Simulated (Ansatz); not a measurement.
Two isomers of CH7BO2Si: A = `OCOB[SiH3]`, B = `BOCO[SiH3]`.

Calculated with Ansatz (gas phase, PBE0-D4/def2-TZVP geometries, no zero-point term in ΔE). CBS: MP2 limit from def2 TZ/QZ plus the TZ coupled-cluster correction, frozen cores. DFT in def2-TZVPP. B3LYP here is the variant with VWN-RPA as its local correlation; programs differ in this. One conformer a species, not always the lowest.

Q: Which isomer does CCSD(T)/CBS put lower? Give the gap. (Best estimate.)

A: Ansatz gave: B, by 25.4 kcal/mol.

Q: Give E(B) − E(A) in kcal/mol with B3LYP, PBE-D4, ωB97M-V, CCSD(T)/def2-TZVPP, LDA (SPW92), MP2/def2-TZVPP, CCSD/def2-TZVPP. (Estimate.)

A: Ansatz gave: B3LYP -26.0, PBE-D4 -20.0, ωB97M-V -25.4, CCSD(T)/def2-TZVPP -25.1, LDA (SPW92) -19.8, MP2/def2-TZVPP -27.3, CCSD/def2-TZVPP -25.9. None reverses the order clearly.

Q: Does the order hold for the free energy at 298.15 K (harmonic terms from PBE0-D4)? (Best estimate.)

A: Computed: Yes: G(B) − G(A) = -26.2 kcal/mol, for one conformer each. Modes under 60 cm⁻¹, often nearly free rotors, make the harmonic entropy too high.

Largest T1 diagnostic: 0.014.

At CCSD(T), def2-SVP lies +3.1 kcal/mol from the extrapolated value and def2-TZVPP +0.3 kcal/mol. From BLYP to BHLYP (50 % exact exchange), in def2-TZVPP and without D4, E(B) − E(A) moves by −3.4 kcal/mol.
